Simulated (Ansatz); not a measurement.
```yaml
crystal:
  periodic: [false, false, false]
  atoms:
    - {symbol: C, position_ang: [1.128827, -1.218804, -0.282880]}
    - {symbol: N, position_ang: [0.540861, 0.057584, -0.631150]}
    - {symbol: C, position_ang: [0.588668, 0.341602, -2.045438]}
    - {symbol: Hf, position_ang: [-0.193052, 1.128584, 0.881274]}
    - {symbol: C, position_ang: [-1.800637, -0.153385, 1.672116]}
    - {symbol: Cl, position_ang: [-1.172484, 3.114840, 0.088526]}
    - {symbol: Br, position_ang: [1.525242, 1.319441, 2.716212]}
    - {symbol: H, position_ang: [0.599725, -2.048935, -0.768493]}
    - {symbol: H, position_ang: [2.186233, -1.264599, -0.573484]}
    - {symbol: H, position_ang: [1.086032, -1.391819, 0.799114]}
    - {symbol: H, position_ang: [0.133196, 1.310007, -2.261580]}
    - {symbol: H, position_ang: [0.049369, -0.422411, -2.620878]}
    - {symbol: H, position_ang: [1.623923, 0.364668, -2.410597]}
    - {symbol: H, position_ang: [-1.457831, -1.166767, 1.907603]}
    - {symbol: H, position_ang: [-2.225337, 0.273367, 2.588734]}
    - {symbol: H, position_ang: [-2.612726, -0.243354, 0.940892]}
basis:
  gaussian: {orbitals: def2-mTZVP}
hamiltonian: {xc: {name: wB97X-D}}
output: {forces: true}
```

```sh
$ ansatz run in.yaml --threads 2 --pin off --events-out ev --progress --plain --max-ram 32768MiB --backend cpu
```

It prints (some lines left out):

```
Error: YAML parse error: error: line 22 column 19: hamiltonian.xc: no functional is named "wB97X-D"; the names, which are not case-sensitive, are SVWN5, SPW92, PBE, PBE0, PBEsol, revPBE, revPBE0, RPBE, rPW86-PBE, HSE06, wPBEh, LC-wPBE, HISS, HF, BLYP, B3LYP, B3LYP5, BHLYP, CAM-B3LYP, r2SCAN, r2SCANh, r2SCAN0, r2SCAN50, m-r2SCAN, B97, wB97, wB97X, wB97X-V, B97M-V, wB97M-V, B2PLYP, B2GP-PLYP, PBE0-DH, PBE-QIDH
  --> <input>:22:19
   |
20 | basis:
21 |   gaussian: {orbitals: def2-mTZVP}
22 | hamiltonian: {xc: {name: wB97X-D}}
   |                   ^ hamiltonian.xc: no functional is named "wB97X-D"; the names, which are not case-sensitive, are SVWN5, SPW92, PBE, PBE0, PBEsol, revPBE, revPBE0, RPBE, rPW86-PBE, HSE06, wPBEh, LC-wPBE, HISS, HF, BLYP, B3LYP, B3LYP5, BHLYP, CAM-B3LYP, r2SCAN, r2SCANh, r2SCAN0, r2SCAN50, m-r2SCAN, B97, wB97, wB97X, wB97X-V, B97M-V, wB97M-V, B2PLYP, B2GP-PLYP, PBE0-DH, PBE-QIDH
23 | output: {forces: true}
   |
```

**Question.** What is wrong with this run?

**Answer.** The method's name isn't one that the program takes here. The input was rejected before any iteration.

HSE06 is defined as in plane-wave codes.
